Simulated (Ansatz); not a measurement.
Calculated with Ansatz (gas phase, PBE0-D4/def2-TZVP geometries, no zero-point term in ΔE). CCSD(T)/CBS is the MP2 limit (def2-TZVPP, def2-QZVPP) plus CCSD(T) − MP2 in def2-TZVPP, frozen cores. DFT in def2-TZVPP. B3LYP here is the variant with VWN-RPA as its local correlation; programs differ in this. For Ge outer-core shells are correlated without core-valence functions, which leaves a few kJ/mol of doubt a bond. Scalar relativity is left out up to krypton. Each species was taken in one conformer, which may not be the lowest.

Reaction (ligand exchange at a Ge–S bond): `Cl[SiH2][S][GeH3]` + `CC=N` → `C/C=[N]\[GeH3]` + `S[SiH2]Cl`

```csv
level,ΔE (kcal/mol),difference from CCSD(T)/CBS
PBE-D4,13.7,0.1
r2SCAN-D4,13.5,-0.1
PBE0-D4,14.5,0.9
B3LYP-D4,12.9,-0.7
ωB97X-V,13.2,-0.4
ωB97M-V,13.6,0.0
B2PLYP,12.7,-0.9
PBE,13.5,-0.1
r2SCAN,13.5,-0.1
PBE0,14.3,0.7
B3LYP,12.6,-1.0
HF/def2-TZVPP,13.2,-0.4
MP2/def2-TZVPP,13.4,-0.2
SCS-MP2/def2-TZVPP,12.9,-0.7
CCSD/def2-TZVPP,13.1,-0.5
CCSD(T)/def2-TZVPP,13.1,-0.5
HF/def2-QZVPP,13.2,-0.4
MP2/def2-QZVPP,13.7,0.1
SCS-MP2/def2-QZVPP,13.2,-0.4
HF/CBS(def2),13.2,-0.4
MP2/CBS(def2),13.9,0.3
CCSD/CBS(def2),13.6,0.0
CCSD(T)/CBS,13.6,0
```

Largest T1 diagnostic among the species: 0.013.

From PBE to PBE0 (25 % exact exchange), in def2-TZVPP and without D4, ΔE moves by +0.8 kcal/mol.
